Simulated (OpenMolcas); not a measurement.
Te III: Slater's ratio, worked from levels

```yaml
Program: OpenMolcas
Basis: ANO-RCC-VDZP [6s5p3d1f]
Scalar_Hamiltonian: DKH2, point nucleus
Active_space: 4 electrons in 4 orbitals (5s 5p)
State_averaging: 2S+1 = 3 even, 6 roots; 2S+1 = 1 even, 12 roots kept (CI in the orbitals of an earlier block); 2S+1 = 5 odd, 1 root; 2S+1 = 3 odd, 9 roots kept (CI in the orbitals of an earlier block); 2S+1 = 1 odd, 8 roots kept (CI in the orbitals of an earlier block)
Spin-orbit_coupling: state interaction with AMFI integrals over the reference wave functions, term energies averaged over their components
```

Methods: CASSCF; MS-CASPT2, IPEA 0.25 Eh, imaginary shift 0.1 Eh (closed shells correlated: 4d). Measured levels: the list in Zhang, Palmeri, Quinet and Biemont, Astron. Astrophys. 551, A136 (2013).

**Slater's ratio.** With one set of orbitals, p2 has 1D - 3P = 6 F2 and 1S - 1D = 9 F2 (F2 = F²/25), a ratio of 3/2. Term energies are centres of gravity, weighted by 2J + 1.

```
   Source  1D - 3P  1S - 3P  F2 from the first  Ratio
   CASSCF    13143    23812               2190  0.812
MS-CASPT2    12113    26304               2019  1.172
 measured    11237    24275               1873  1.160
```

Energies in cm-1. A ratio away from 3/2 shows effects beyond one configuration with one set of orbitals, and in heavier atoms second-order spin-orbit shifts. In CASSCF the valence s occupation is 1.92 in 1S against 1.98 in 1D: mixing out of s² acts most on 1S and pulls it down.

CASPT2 breaks the degeneracy within a term, and the mean is taken; among the terms shown or strongly mixed into the levels shown the widest spread is 11 cm-1 (5s2 5p2 1D, MS-CASPT2). Over all roots computed the reference weight is 0.86 to 0.95 in MS-CASPT2; the roots of lowest weight are the least certain, and an intruder state may touch them. Terms from blocks run as CI alone lack orbitals of their own. Computed and measured levels are paired by configuration, term and J; levels that our copy of the source lacks, or whose pairing is in doubt (as where it misses far off the trend of its configuration), stay unpaired and out of the deviations. Only configurations of the active space appear.
